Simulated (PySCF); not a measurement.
PySCF input (HF/def2-TZVPD):

```python
from pyscf import gto, scf, dft

mol = gto.M(
    atom='''
    Ga    0.03908312    0.00901922    0.02739589
    H    -0.34102489   -1.49850867   -0.35503713
    H    -0.87055175    1.21891281   -0.49423555
    ''',
    basis='def2-tzvpd',
    charge=0,
    spin=1,
    verbose=4,
)

mf = scf.UHF(mol).density_fit(auxbasis='def2-universal-jkfit')
mf.conv_tol = 1e-9
mf.max_cycle = 100
mf.max_memory = 1500
mf.kernel()
if not mf.converged:
    mf = mf.newton()
    mf.kernel(mf.make_rdm1())
for _ in range(2):
    mo, _, stable, _ = mf.stability(return_status=True)
    if stable:
        break
    mf.kernel(mf.make_rdm1(mo, mf.mo_occ))
mf.analyze()
```

Output:

```
PySCF version 2.14.0

[INPUT] verbose = 4
[INPUT] num. atoms = 3
[INPUT] num. electrons = 33
[INPUT] charge = 0
[INPUT] spin (= nelec alpha-beta = 2S) = 1
[INPUT] symmetry False subgroup None
[INPUT] Mole.unit = angstrom
[INPUT] Symbol           X                Y                Z      unit          X                Y                Z       unit  Magmom
[INPUT]  1 Ga     0.039083120000   0.009019220000   0.027395890000 AA    0.073856392894   0.017043855657   0.051770729039 Bohr   0.0
[INPUT]  2 H     -0.341024890000  -1.498508670000  -0.355037130000 AA   -0.644443643760  -2.831770981586  -0.670922939752 Bohr   0.0
[INPUT]  3 H     -0.870551750000   1.218912810000  -0.494235550000 AA   -1.645104384761   2.303411380624  -0.933969830524 Bohr   0.0

nuclear repulsion = 20.683002331229
number of shells = 28
number of NR pGTOs = 128
number of NR cGTOs = 72
basis = def2-tzvpd
ecp = {}

******** <class 'pyscf.df.df_jk.DFUHF'> ********
method = DFUHF
initial guess = minao
damping factor = 0
level_shift factor = 0
DIIS = <class 'pyscf.scf.diis.CDIIS'>
diis_start_cycle = 1
diis_space = 8
diis_damp = 0
SCF conv_tol = 1e-09
SCF conv_tol_grad = None
SCF max_cycles = 100
direct_scf = False
number electrons alpha = 17  beta = 16
Set gradient conv threshold to 3.16228e-05
******** <class 'pyscf.df.df.DF'> ********
auxbasis = def2-universal-jkfit
init E= -1923.61162197617
  alpha nocc = 17  HOMO = -0.0861699895345902  LUMO = 0.00352600907344769
  beta  nocc = 16  HOMO = -0.316641438952459  LUMO = -0.0861699895345902

WARN: HOMO -0.0861699895345902 >= LUMO -0.0861699895345902

cycle= 1 E= -1924.3314687129  delta_E= -0.72  |g|= 0.214  |ddm|= 0.878
  alpha nocc = 17  HOMO = -0.295209644711904  LUMO = 0.0281763309626948
  beta  nocc = 16  HOMO = -0.412655082000279  LUMO = 0.0017000579594475
  HOMO = -0.295209644712  LUMO = 0.00170005795945  gap/eV = 8.07932
cycle= 2 E= -1924.35347540841  delta_E= -0.022  |g|= 0.167  |ddm|= 0.483
  alpha nocc = 17  HOMO = -0.291386150181319  LUMO = 0.0373013319743283
  beta  nocc = 16  HOMO = -0.407643965129334  LUMO = 0.0163400236891489
  HOMO = -0.291386150181  LUMO = 0.0163400236891  gap/eV = 8.37366
cycle= 3 E= -1924.35911461278  delta_E= -0.00564  |g|= 0.0291  |ddm|= 0.152
  alpha nocc = 17  HOMO = -0.295964117743307  LUMO = 0.0443671868821696
  beta  nocc = 16  HOMO = -0.407093443533049  LUMO = 0.0306793168190378
  HOMO = -0.295964117743  LUMO = 0.030679316819  gap/eV = 8.88842
cycle= 4 E= -1924.36096808013  delta_E= -0.00185  |g|= 0.00913  |ddm|= 0.218
  alpha nocc = 17  HOMO = -0.29916033303038  LUMO = 0.0435404376798569
  beta  nocc = 16  HOMO = -0.408539202722247  LUMO = 0.0309444258041944
  HOMO = -0.29916033303  LUMO = 0.0309444258042  gap/eV = 8.98261
[...]
  beta  nocc = 16  HOMO = -0.410123393373461  LUMO = 0.0311618728615475
  HOMO = -0.299375825314  LUMO = 0.0311618728615  gap/eV = 8.99439
Extra cycle  E= -1924.36118282396  delta_E= -7.28e-12  |g|= 5.3e-07  |ddm|= 2.88e-06
converged SCF energy = -1924.36118282396  <S^2> = 0.75591045  2S+1 = 2.0059017
uhf_internal: lowest eigs of H = [0.13585272 0.29822027 0.33155099]
<class 'pyscf.df.df_jk.DFUHF'> wavefunction is stable in the internal stability analysis
**** SCF Summaries ****
Total Energy =                       -1924.361182823964555
Nuclear Repulsion Energy =              20.683002331229012
One-electron Energy =                -2727.085284467838392
Two-electron Energy =                  782.041099312644633
Two-electron Coulomb Energy =          856.297315048425162
DFT Exchange-Correlation Energy =      -74.256215735780529
HOMO-LUMO gap [eV] =                     8.994388899228110
**** MO energy ****
                             alpha | beta                alpha | beta
MO #1   energy= -378.821219961294  | -378.81941501388   occ= 1 | 1
MO #2   energy= -48.173143110393   | -48.1721902373081  occ= 1 | 1
MO #3   energy= -42.5012141085994  | -42.501291929205   occ= 1 | 1
MO #4   energy= -42.5002142370995  | -42.4980421462039  occ= 1 | 1
MO #5   energy= -42.4980461772845  | -42.4979779868005  occ= 1 | 1
MO #6   energy= -6.40108574487581  | -6.3969763338629   occ= 1 | 1
MO #7   energy= -4.49499242703365  | -4.49381477941777  occ= 1 | 1
MO #8   energy= -4.49250468370433  | -4.48788518188153  occ= 1 | 1
MO #9   energy= -4.48687817749595  | -4.48505005086117  occ= 1 | 1
MO #10  energy= -1.20686926813239  | -1.20485615554963  occ= 1 | 1
MO #11  energy= -1.20424940172311  | -1.20215821214656  occ= 1 | 1
MO #12  energy= -1.20053301148139  | -1.20058923590403  occ= 1 | 1
MO #13  energy= -1.19750236940214  | -1.19657897665673  occ= 1 | 1
MO #14  energy= -1.19504719666086  | -1.19300945376747  occ= 1 | 1
MO #15  energy= -0.587294671140622 | -0.543511208313856 occ= 1 | 1
MO #16  energy= -0.439444176633654 | -0.410123393373461 occ= 1 | 1
MO #17  energy= -0.299375825314406 | 0.0311618728615475 occ= 1 | 0
MO #18  energy= 0.0229168493631082 | 0.0438407026187662 occ= 0 | 0
MO #19  energy= 0.0638146124696748 | 0.0738864941697157 occ= 0 | 0
MO #20  energy= 0.107000202438879  | 0.111816358767137  occ= 0 | 0
MO #21  energy= 0.109323152656661  | 0.121337989875176  occ= 0 | 0
MO #22  energy= 0.120842832572653  | 0.12315487233704   occ= 0 | 0
MO #23  energy= 0.120936838666183  | 0.127346685197017  occ= 0 | 0
MO #24  energy= 0.122288302912089  | 0.128803235473459  occ= 0 | 0
MO #25  energy= 0.159754382121595  | 0.161783804447245  occ= 0 | 0
MO #26  energy= 0.180419341096769  | 0.207105506502388  occ= 0 | 0
MO #27  energy= 0.229721021934997  | 0.241600460030604  occ= 0 | 0
MO #28  energy= 0.25677850968185   | 0.283703985689024  occ= 0 | 0
MO #29  energy= 0.318155027251095  | 0.32046673909664   occ= 0 | 0
MO #30  energy= 0.320424064316136  | 0.324487272920316  occ= 0 | 0
MO #31  energy= 0.327215035469117  | 0.338028959966301  occ= 0 | 0
MO #32  energy= 0.331761408559523  | 0.343667915167623  occ= 0 | 0
MO #33  energy= 0.367927524753709  | 0.390988527119972  occ= 0 | 0
MO #34  energy= 0.368834688685504  | 0.402582396503611  occ= 0 | 0
MO #35  energy= 0.409649374707345  | 0.414798257141579  occ= 0 | 0
MO #36  energy= 0.410475713901455  | 0.417968923661383  occ= 0 | 0
MO #37  energy= 0.414663871833627  | 0.434598106202716  occ= 0 | 0
MO #38  energy= 0.458588790221029  | 0.478448822123814  occ= 0 | 0
MO #39  energy= 0.48468276264338   | 0.495517740618055  occ= 0 | 0
MO #40  energy= 0.625638298161465  | 0.629902094933512  occ= 0 | 0
MO #41  energy= 0.626815697640899  | 0.655619698696389  occ= 0 | 0
MO #42  energy= 0.665434604985873  | 0.683241280920984  occ= 0 | 0
MO #43  energy= 0.730941227556782  | 0.750079658127365  occ= 0 | 0
MO #44  energy= 1.05002979206651   | 1.05145644929933   occ= 0 | 0
MO #45  energy= 1.05123755950534   | 1.0716246049142    occ= 0 | 0
MO #46  energy= 1.06515491269496   | 1.08240772693322   occ= 0 | 0
MO #47  energy= 1.0955407272061    | 1.11932903056249   occ= 0 | 0
MO #48  energy= 1.09947198564282   | 1.12743230342046   occ= 0 | 0
MO #49  energy= 1.12592014088998   | 1.13229725735271   occ= 0 | 0
MO #50  energy= 1.14265632350721   | 1.16570553458893   occ= 0 | 0
MO #51  energy= 1.16091874869124   | 1.16662501060715   occ= 0 | 0
MO #52  energy= 1.16800093894297   | 1.19538218514989   occ= 0 | 0
MO #53  energy= 1.17168207483621   | 1.20464702742191   occ= 0 | 0
MO #54  energy= 1.26053394947399   | 1.2717073780928    occ= 0 | 0
MO #55  energy= 1.39537687705106   | 1.41217337509713   occ= 0 | 0
MO #56  energy= 1.99666504908903   | 2.00985925923421   occ= 0 | 0
MO #57  energy= 2.07825119055035   | 2.09078205801819   occ= 0 | 0
MO #58  energy= 2.1222369950794    | 2.1328552053789    occ= 0 | 0
MO #59  energy= 2.24556491724835   | 2.25998417485736   occ= 0 | 0
MO #60  energy= 2.54506123645823   | 2.55236739062625   occ= 0 | 0
MO #61  energy= 2.56845675190603   | 2.58032252553369   occ= 0 | 0
MO #62  energy= 2.65276701156495   | 2.66337253501972   occ= 0 | 0
MO #63  energy= 2.67334716266598   | 2.68276551277985   occ= 0 | 0
MO #64  energy= 2.6797404093153    | 2.68322123539136   occ= 0 | 0
MO #65  energy= 2.70850217604746   | 2.72000165146044   occ= 0 | 0
MO #66  energy= 2.71480522105834   | 2.72508821416759   occ= 0 | 0
MO #67  energy= 3.07937885837806   | 3.08991445934425   occ= 0 | 0
MO #68  energy= 3.23465812959198   | 3.24397090807146   occ= 0 | 0
MO #69  energy= 3.6493743826333    | 3.65472687398205   occ= 0 | 0
MO #70  energy= 3.90000452116552   | 3.92110727632036   occ= 0 | 0
MO #71  energy= 4.16490884794254   | 4.16798540260747   occ= 0 | 0
MO #72  energy= 5.2340685324149    | 5.23921189600528   occ= 0 | 0

To work with the spin densities directly, `use mulliken_meta_spin()` only printing them here.

 ** Mulliken spin pop alpha/beta on meta-lowdin orthogonal AOs **
 ** Mulliken Spin Density (per AO)  **
spin_pop of  0 Ga 1s        0.00000
spin_pop of  0 Ga 2s        0.00003
spin_pop of  0 Ga 3s        0.00115
spin_pop of  0 Ga 4s        0.24899
spin_pop of  0 Ga 5s        0.00366
spin_pop of  0 Ga 6s        0.00006
spin_pop of  0 Ga 7s        0.00009
spin_pop of  0 Ga 2px       0.00000
spin_pop of  0 Ga 2py       0.00000
spin_pop of  0 Ga 2pz       0.00000
spin_pop of  0 Ga 3px       0.00002
spin_pop of  0 Ga 3py      -0.00001
spin_pop of  0 Ga 3pz       0.00000
spin_pop of  0 Ga 4px       0.40459
spin_pop of  0 Ga 4py      -0.00912
spin_pop of  0 Ga 4pz       0.19929
spin_pop of  0 Ga 5px      -0.00084
spin_pop of  0 Ga 5py       0.00018
spin_pop of  0 Ga 5pz      -0.00042
spin_pop of  0 Ga 6px      -0.00005
spin_pop of  0 Ga 6py      -0.00001
spin_pop of  0 Ga 6pz      -0.00002
spin_pop of  0 Ga 3dxy     -0.00009
spin_pop of  0 Ga 3dyz     -0.00004
spin_pop of  0 Ga 3dz^2     0.00009
spin_pop of  0 Ga 3dxz      0.00012
spin_pop of  0 Ga 3dx2-y2    0.00005
[...]
```
